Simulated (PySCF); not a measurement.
Precursor series Ti F-H. Gas-phase values, no solvent.

Quantity: redistribution energy (mixed species minus the weighted end members), in kcal/mol.

Level 1: B3LYP/3-21G // BP86-D3(BJ)/def2-SVP (PySCF)
Level 2: B3LYP/6-311+G** (LANL2DZ on Ti) // BP86-D3(BJ)/def2-SVP (PySCF)
Level 3: PBE/6-31G* (LANL2DZ on Ti) // BP86-D3(BJ)/def2-SVP (PySCF)
Level 4: HF/6-31G* (LANL2DZ on Ti) // BP86-D3(BJ)/def2-SVP (PySCF)

| species | level 1 | level 2 | level 3 | level 4 |
|---|---|---|---|---|
| 3 of 4 F replaced by H: [Ti(F)(H)3] | -8.36 | [?] | [?] | -5.14 |
| 2 of 4 F replaced by H: [Ti(F)2(H)2] | -11.6 | -6.91 | -8.01 | [?] |
| 1 of 4 F replaced by H: [Ti(F)3(H)] | -8.77 | -6.12 | -6.88 | -7.36 |

Q: Complete the blanks.

A: 
- 3 of 4 F replaced by H: [Ti(F)(H)3], level 2: -4.64
- 3 of 4 F replaced by H: [Ti(F)(H)3], level 3: -5.65
- 2 of 4 F replaced by H: [Ti(F)2(H)2], level 4: -8.26
